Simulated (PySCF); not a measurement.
# Telling isomers of C6H7NOSi apart by NMR

PySCF calculation with GFN2-xTB geometry and GIAO PBE0/pcSseg-1 shieldings; rapidly exchanging positions averaged, no solvent model, non-relativistic Hamiltonian, single conformer.

Chemical shifts δ = σref − σ; 1H (σ = 31.72 ppm), 13C (σ = 186.93 ppm) vs TMS, all at this level. Where no couplings were computed, multiplicities follow the n + 1 count of equivalent neighbours, and m marks all less simple cases (inequivalent or close neighbours, rings, F or P nearby). Shifts are as computed. Against solution values, carbons near 30 ppm lie about +3 ppm off and those near 130 ppm about +5 ppm. Of 1211 compounds with measured shifts, 218 miss one by over three times the rms of a fit or turn the order of signals round; such compounds aren't used in these exercises.

(1) Tabulate the signals of `C#CC#C[SiH2]N(C)C=O`, `C[SiH2]c1ccc(C#N)o1` and their relative energies.

(2) What is the quickest way to tell C#CC#C[SiH2]N(C)C=O from C[SiH2]c1ccc(C#N)o1?

## Answers

(1) 
```json
{"SMILES": "C#CC#C[SiH2]N(C)C=O", "carbon types": "3×C 2×CH 1×CH3", "δC": "173.0, 101.6, 83.7, 74.7, 73.9, 31.1", "δH": "8.23 (s, 1H), 5.02 (s, 2H), 3.13 (s, 3H), 1.42 (s, 1H)", "E rel. (kcal/mol)": "42.0"}
{"SMILES": "C[SiH2]c1ccc(C#N)o1", "carbon types": "3×C 2×CH 1×CH3", "δC": "166.4, 138.1, 132.1, 129.2, 116.8, -6.4", "δH": "7.37 (m, 1H), 7.09 (m, 1H), 4.69 (q, 2H), 0.48 (t, 3H)", "E rel. (kcal/mol)": "0.0"}
```

Energies are electronic energies at PBE0/pcSseg-1 on these geometries, without zero-point or thermal terms, each for the one conformer computed, which needn't be the lowest.

(2) Both give the same number of carbon signals, with the same numbers of each carbon type, so the positions decide. The first has a terminal alkyne carbon (CH) at 74.7 ppm, the second a substituted aromatic carbon next to the ring oxygen (C) at 166.4 ppm. Their most deshielded carbons lie at 173.0 and 166.4 ppm. In the proton spectra the most deshielded non-exchanging signals are 8.23 (s, 1H) and 7.37 (m, 1H).
